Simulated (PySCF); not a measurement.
CrO₂F, SMILES [O]=[Cr+](=[O])[F], charge +1, multiplicity 1. Geometry optimised at PBE-D3(BJ)/def2-SVP. The multiplicity is an assumed one; other spin states were not compared. The isomer is the one that the SMILES or the coordinates give; other isomers of the formula were not compared.

Computed equilibrium geometry at PBE-D3(BJ)/def2-SVP (PySCF confirms it by a frequency run) as bond lengths and angles, and its point group:
point group Cs.
Atoms: Cr1 O2 O3 F4. Bonds (Å): Cr1–O2 1.538, Cr1–O3 1.538, Cr1–F4 1.671. Angles (°): O2–Cr1–O3 107.0, O2–Cr1–F4 109.9, O3–Cr1–F4 109.9.
Charge +1, spin multiplicity 1.
